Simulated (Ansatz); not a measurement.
Species: KI, charge 0, multiplicity 1. SMILES: [K][I]
Geometry: optimised at B3LYP-D3(BJ)/def2-TZVP (Ansatz, a program for electronic structure).

Wanted: vertical ionisation energy (to the doublet state of charge +1; each state is the SCF solution reached for its spin), in eV. Valence correlation only, unless marked. UHF or UKS for open shells. Spin-orbit coupling is left out. Frozen are the shells of the preceding noble gas and the d and f shells that filled before the atom's block. The outer core of K, Ca and their heavier congeners is not correlated, a term that matters for these elements. Past Kr the def2 sets carry scalar-relativistic core potentials. 

| level | program | vertical ionisation energy (eV) |
|---|---|---|
| PBE/def2-TZVPD | Ansatz | 7.71 |
| r2SCAN/def2-TZVPD | Ansatz | 7.71 |
| CAM-B3LYP/def2-TZVPD | Ansatz | 7.71 |
| wB97M-V/def2-TZVPD | Ansatz | 7.62 |
| CCSD(T)/def2-TZVPPD | Ansatz | 7.48 |
| CCSD(T)/def2-QZVPPD | Ansatz | 7.62 |
